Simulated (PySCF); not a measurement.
Method: PBE-D3(BJ)/def2-TZVP // BP86-D3(BJ)/def2-SVP (PySCF). Gas-phase values, no solvent. One relaxed conformer stands for a flexible species; it need not be the lowest. 

Reference species: [Zr(F)2(NH2)2] (neutral, multiplicity 1).

* **LUMO**: -1.76 eV
* **coordination number**: 4

Changed species: [Zr(F)3(NH2)] (1 of 4 F replaced by NH2; the reference has 2 of 4 F replaced by NH2).

Predict the effect on the LUMO and coordination number.

the LUMO decreases by 0.35 eV, to -2.11 eV; the coordination number is nearly the same.
